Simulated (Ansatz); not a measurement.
`O/C=N/[SiH2]Cl`. The species carries charge 0 and has multiplicity 1. Geometry: relaxed with PBE0-D4/def2-TZVP. It is one conformer, not always the lowest.

```xyz
9

O     2.118    1.247    0.069
C     0.916    0.758   -0.229
N     0.357   -0.149    0.437
Si   -1.168   -0.867    0.175
Cl   -2.143   -0.078   -1.470
H     2.431    0.776    0.855
H     0.511    1.256   -1.114
H    -0.992   -2.314   -0.074
H    -2.031   -0.627    1.351
```

**Question.** What is the dipole moment at PBE/def2-TZVPP? (Best estimate.)

**Answer.** Ansatz gave: 1.60 D, with components (1.35, 0.12, 0.84) D in this frame, pointing from negative to positive charge.

**Question.** And with r2SCAN, B3LYP, ωB97M-V? (Estimate.)

**Answer.** Ansatz gave: r2SCAN 1.64 D, B3LYP 1.51 D, ωB97M-V 1.50 D.

**Question.** Give the Mulliken charges with PBE, r2SCAN, ωB97M-V in def2-TZVPP. (Estimate.)

**Answer.** Computed: 
```
atom    PBE  r2SCAN  ωB97M-V
  O1  -0.20   -0.27    -0.24
  C2   0.12    0.25     0.18
  N3  -0.28   -0.41    -0.37
 Si4   0.44    0.57     0.43
 Cl5  -0.25   -0.28    -0.25
  H6   0.20    0.22     0.20
  H7   0.08    0.08     0.10
  H8  -0.06   -0.08    -0.03
  H9  -0.06   -0.08    -0.03
```

B3LYP here is the variant with VWN-RPA as its local correlation; programs differ in this.
